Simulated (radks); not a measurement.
Q: The table gives one normalised radial function P(r) = r R(r) (large component) of H in 1s0.5 2s0.5 (r in bohr). Method: Dirac Kohn-Sham, PBE, spin-unpolarised, spherical densities, finite nucleus; Gaussian nuclear charge, rms radius 0.8783 fm; computed with a radial shooting solver on a logarithmic mesh with Libxc functionals.

r         P
0.09053  0.0009
0.1106   0.0013
0.134    0.0019
0.1636   0.0028
0.1999   0.0041
0.2441   0.0060
0.2958   0.0086
0.3613   0.0123
0.4413   0.0177
0.5347   0.0247
0.6531   0.0347
0.7977   0.0481
0.9665   0.0648
1.181    0.0869
1.442    0.1143
1.761    0.1468
2.134    0.1826
2.606    0.2230
3.183    0.2640
3.857    0.3038
4.711    0.3431
5.754    0.3675
6.972    0.3640
8.516    0.3183
10.4     0.2420
12.7     0.1588
15.39    0.0894
18.8     0.0396
22.96    0.0137

Which n and l does it have? It may be an empty orbital.

A: n = 2, l = 1: the number of nodes gives n - l - 1 = 0, the rise at small r points to l (this Dirac orbital starts outside the nucleus as r^gamma with gamma = sqrt((l + 1)^2 - (Z/c)^2) = 2.00; the j = 3/2 orbital of l + 1 starts with the same power, but with a smaller coefficient, and then steepens), and the extent must fit the shell. The curve is that of 2p3/2; the two j differ most near the nucleus, where j = l - 1/2 has the larger amplitude, and in heavy atoms j = l - 1/2 is also the more compact. 2p3/2 (empty): eigenvalue -0.926 eV, 0 radial nodes, <r> = 7.23 bohr, 90 % of the charge inside 11.4 bohr.
